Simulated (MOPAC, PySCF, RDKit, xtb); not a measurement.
Dimer: SiH4 (SMILES [SiH4]) (first 5 atoms) with CH3I (SMILES CI); geometry from B3LYP-D3(BJ)/def2-TZVP.
(charge 0, multiplicity 1):
```xyz
10

Si     0.142     0.045    -0.038
H      1.289    -0.857     0.196
H      0.231     1.220     0.857
H     -1.126    -0.672     0.220
H      0.156     0.509    -1.446
C     -1.921     0.355     3.337
I     -0.272    -0.950     3.809
H     -2.504    -0.130     2.562
H     -2.498     0.491     4.244
H     -1.500     1.291     2.987
```

Interaction energies are E(AB) − E(A) − E(B) at the monomers' geometry in the complex; basis-set methods are counterpoise corrected. Rows marked so take none.

Rows in 3-21G carry no dispersion term and start afresh at each structure; the Pople sets are all-electron and without relativity. The state that PM3 reach isn't checked.

Run with MOPAC for PM3 (differences of heats of formation); PySCF for 3-21G rows; RDKit for the force fields; xtb for the GFN methods. Values without a source in brackets are computed.

**Question.** One of these levels gives 1.93 kcal/mol for the interaction energy. Which one is it?
A) HF/3-21G (no counterpoise)
B) MMFF94
C) PM3
D) GFN-FF

**Answer.** C, PM3. The others give 0.64 (MMFF94), -0.85 (GFN-FF), 0.04 (HF/3-21G (no counterpoise))
